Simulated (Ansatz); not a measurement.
`[AlH2][CH2]OCS` + `N[SiH2]N` → `N[SiH2]N[CH2][AlH2]` + `OCS`  (substitution at a C–O bond)

Program: Ansatz. Geometries: PBE0-D4/def2-TZVP. ΔE: electronic, gas phase. CCSD(T)/CBS adds triple-zeta CCSD(T) − MP2 to the extrapolated MP2 energy (def2 sets, frozen cores). This one scheme is used for every species. DFT in def2-TZVPP. B3LYP here is the variant with VWN-RPA as its local correlation; programs differ in this. One conformer a species, not always the lowest.

`[AlH2][CH2]OCS`:

Cartesian coordinates in Å:
```
Al 1.359 -1.988 0.626
C 0.138 -0.443 0.660
O -0.365 -0.159 -0.637
C -1.184 0.960 -0.699
S -0.342 2.556 -0.448
H 1.789 -2.680 -0.733
H 1.912 -2.505 2.023
H 0.674 0.434 1.059
H -0.695 -0.617 1.363
H -1.656 0.960 -1.681
H -1.960 0.937 0.076
H 0.330 2.544 -1.610
```

`N[SiH2]N`:

```xyz
9

N    -0.061    1.432    0.271
Si   -0.157   -0.266    0.457
N     0.316   -1.000   -1.014
H     0.800    1.888    0.016
H    -0.670    2.039    0.795
H    -1.563   -0.488    0.906
H     0.749   -0.892    1.465
H     0.746   -1.910   -1.017
H    -0.160   -0.804   -1.879
```

`N[SiH2]N[CH2][AlH2]`:

```xyz
14

N    -1.146   -1.000    2.311
Si   -1.116    0.270    1.164
N    -0.107   -0.207   -0.135
C     0.512    0.716   -1.074
Al    1.858   -0.099   -2.245
H    -1.982   -1.191    2.836
H    -0.318   -1.299    2.798
H    -0.539    1.575    1.608
H    -2.559    0.505    0.850
H    -0.169   -1.163   -0.447
H    -0.221    1.250   -1.706
H     1.019    1.521   -0.520
H     2.011   -1.684   -2.250
H     2.757    0.806   -3.191
```

`OCS`:

```xyz
7

O    -0.619   -1.055   -0.219
C    -0.150    0.167    0.291
S     0.420    1.227   -1.038
H    -0.878   -1.611    0.523
H    -0.946    0.743    0.779
H     0.663    0.021    1.010
H     1.510    0.507   -1.347
```

Task: Is it downhill or uphill in electronic energy at CCSD(T)/CBS, and by how much? (An estimate is asked.)

Result: Ansatz gave: Uphill: ΔE = +3.5 kcal/mol.

Task: What do these levels give: r2SCAN-D4, B3LYP-D4, ωB97M-V, PBE, r2SCAN, PBE0, B3LYP, HF/def2-TZVPP, MP2/def2-TZVPP, CCSD(T)/def2-TZVPP, HF/def2-QZVPP, CCSD/CBS(def2)? (Best estimate.)

Result: Computed: r2SCAN-D4 4.7, B3LYP-D4 4.1, ωB97M-V 3.6, PBE 4.0, r2SCAN 4.7, PBE0 3.3, B3LYP 4.3, HF/def2-TZVPP 3.8, MP2/def2-TZVPP 3.5, CCSD(T)/def2-TZVPP 3.8, HF/def2-QZVPP 3.6, CCSD/CBS(def2) 3.1 kcal/mol.

Largest T1 diagnostic among the species: 0.012.
